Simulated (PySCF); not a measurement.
Compound: fluorodimethoxyborane, C2H6BFO2.
Atom-mapped SMILES: `[CH3:1][O:2][B:3]([F:4])[O:5][CH3:6]` (hydrogens: H7, H8, H9 on C1; H10, H11, H12 on C6)

The closed-shell SCF was solved with PySCF and density fitting under several settings on one GFN2-xTB geometry (grid level 2 and gas phase unless stated).

```json
{"settings": "PBE0/pcSseg-1", "basis functions": "132", "SCF cycles": "12", "E (Eh)": "-354.6910", "HOMO (eV)": "-8.43", "LUMO (eV)": "1.66", "dipole (D)": "2.32"}
{"settings": "PBE0/def2-SVPD", "basis functions": "177", "SCF cycles": "13", "E (Eh)": "-354.4814", "HOMO (eV)": "-8.55", "LUMO (eV)": "0.33", "dipole (D)": "2.21"}
{"settings": "PBE0/def2-TZVP, grid level 3, start guess sap", "basis functions": "222", "SCF cycles": "12", "E (Eh)": "-354.8694", "HOMO (eV)": "-8.46", "LUMO (eV)": "0.97", "dipole (D)": "2.16"}
{"settings": "B97-2/pcseg-1, start guess atom, damping 0.1 at the start, DIIS from the seventh cycle", "basis functions": "114", "SCF cycles": "16", "E (Eh)": "-354.9148", "HOMO (eV)": "-8.19", "LUMO (eV)": "1.67", "dipole (D)": "2.34"}
{"settings": "LDA/6-311G**, damping 0.2 at the start, DIIS from the seventh cycle", "basis functions": "144", "SCF cycles": "21", "E (Eh)": "-352.4823", "HOMO (eV)": "-6.86", "LUMO (eV)": "0.60", "dipole (D)": "2.15"}
```

Problem. Estimate the rows for these settings: (1) wB97X-D/def2-SVPD; (2) LC-wPBE/def2-TZVP.

Solution. 
```
         settings  basis functions  SCF cycles     E (Eh)  HOMO (eV)  LUMO (eV)  dipole (D)
wB97X-D/def2-SVPD              177          13  -354.7589     -10.48       1.79        2.24
LC-wPBE/def2-TZVP              222          13  -355.0469     -11.26       2.96        2.21
```

Problem. Over all rows, what range does the HOMO–LUMO gap span?

Solution. From 7.46 eV (LDA/6-311G**, damping 0.2 at the start, DIIS from the seventh cycle) to 14.22 eV (LC-wPBE/def2-TZVP). The functional of the narrowest has no exact exchange, that of the widest range-separated exact exchange.

Problem. And the dipole moment?

Solution. From 2.15 D (LDA/6-311G**, damping 0.2 at the start, DIIS from the seventh cycle) to 2.34 D (B97-2/pcseg-1, start guess atom, damping 0.1 at the start, DIIS from the seventh cycle); the largest is 1.09 times the smallest, and the median is 2.21 D.

Problem. Compare two rows with the functional PBE0: PBE0/pcSseg-1 and PBE0/def2-SVPD. Which energy is lower, and by how much?

Solution. PBE0/pcSseg-1 (132 functions) lies 0.2096 Eh or 132 kcal/mol below PBE0/def2-SVPD (177 functions). The smaller set gives the lower energy; the two sets aren't nested, so the variational bound doesn't order them by size.

wB97X-D ran without the empirical dispersion term, which would shift the total energy alone. Cycle counts include a coarse-grid stage where the run had one. All basis functions are spherical, in the Pople sets too.

Shape of the structure used: `[CH3:1][O:2][B:3]([F:4])[O:5][CH3:6]`: C1–O2–B3–F4 -1°, O2–B3–O5–C6 0°.

One conformer stands for the species.
